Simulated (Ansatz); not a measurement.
Cartesian coordinates in Å:
```
C -2.3084 -0.2249 -1.7017
O -1.5077 -0.8033 -0.7205
W -0.0202 -0.5021 0.3178
O 0.5581 -2.2744 0.3570
Cl 1.0347 -0.0271 -1.7186
Cl -0.9513 1.6281 0.6644
Cl -1.0395 -1.0857 2.3602
O 1.4946 0.2170 1.0730
C 2.3102 1.3453 1.0573
H -2.6985 0.7301 -1.3372
H -1.7061 -0.0540 -2.5997
H -3.1298 -0.9063 -1.9292
H 0.4027 -2.9448 1.0263
H 1.7131 2.2300 1.2977
H 3.1038 1.2134 1.7946
H 2.7443 1.4588 0.0586
```

Total charge 0; spin multiplicity 1. W takes the def2 core potential.

(1) List the ωB97M-V/def2-TZVPP orbital energies in eV (the Gaussian-basis code of Ansatz). (Estimate.)

Answers

(1) The calculation gave: Occupied: -2771.71, -2771.52, -2771.38, -527.59, -527.59, -527.26, -283.28, -283.27, -262.11, -261.92, -261.79, -199.55, -199.49, -199.46, -199.36, -199.29, -199.27, -199.24, -199.15, -199.14, -88.86, -51.77, -51.60, -51.45, -32.38, -31.63, -31.27, -25.40, -25.04, -24.79, -22.95, -22.04, -18.26, -17.76, -16.83, -16.74, -16.10, -16.01, -15.91, -14.73, -14.40, -14.06, -13.37, -13.13, -12.59, -12.10, -11.81, -11.66, -11.37, -11.25, -11.05, -10.97, -10.88, -10.47. Lowest empty: -1.90, -0.90, -0.35, 1.33, 2.04, 2.81, 3.06, 3.22.
